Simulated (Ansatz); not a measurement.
## Ligand exchange: GaH2(CH3) + C2H6S → GaH2(SH) + C3H8

Species: GaH2(CH3), singlet; C2H6S (ethanethiol) `CCS`, singlet; GaH2(SH), singlet; C3H8 (propane) `CCC`, singlet. The partners trade CH3 for SH: Ga–CH3 and C–SH bonds give way to Ga–SH and C–CH3.

Shapes, held fixed at every level: PBE0-D4/def2-TZVP. Flexible molecules stand in one conformer, not always the lowest. Programs: Ansatz 0.2.0. Electronic energies: no zero-point or thermal term.

Estimate ΔE of this reaction.

The highest level, CCSD(T)/def2-TZVPP, gives ΔE = -122.5 kJ/mol; the levels span -141.3 to -121.9. The column of differences is taken from that level and isn't an error. No measured value is set beside it here. Relativity is left out for Ga unless named. Correlated rows may include outer-core shells of Ga, which these sets cover unevenly.

```csv
level,kind,ΔE (kJ/mol),less CCSD(T)/def2-TZVPP
HF/def2-SVP,Hartree–Fock,-141.3,-18.8
HF/def2-TZVPP,Hartree–Fock,-131.6,-9.1
B3LYP-D4/def2-TZVPP,global hybrid,-122.4,+0.1
MP2/def2-TZVPP,perturbation theory,-121.9,+0.6
CCSD/def2-SVP,coupled cluster or CI,-138.1,-15.6
CCSD/def2-TZVPP,coupled cluster or CI,-123.4,-0.9
CCSD(T)/def2-TZVPP,coupled cluster or CI,-122.5,0.0
```
